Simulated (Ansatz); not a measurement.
`F[Si]1([GeH3])CS1`, charge 0, multiplicity 1.

(1) Give a relaxed structure at PBE0-D4/def2-TZVP (Ansatz). (An estimate is asked.)

Results:

(1) Computed: 
Z-matrix (Å, degrees):
```
Si
Ge 1 2.363
C 1 1.831 2 124.2
F 1 1.597 2 110.5 3 -147.1
S 1 2.073 2 120.2 3 68.6
H 2 1.534 1 107.6 3 -21.8
H 2 1.534 1 109.7 3 -141.1
H 2 1.535 1 110.6 3 98.1
H 3 1.087 1 118.9 2 -149.2
H 3 1.086 1 121.8 2 2.3
```
This is one stationary point; other conformers may exist.
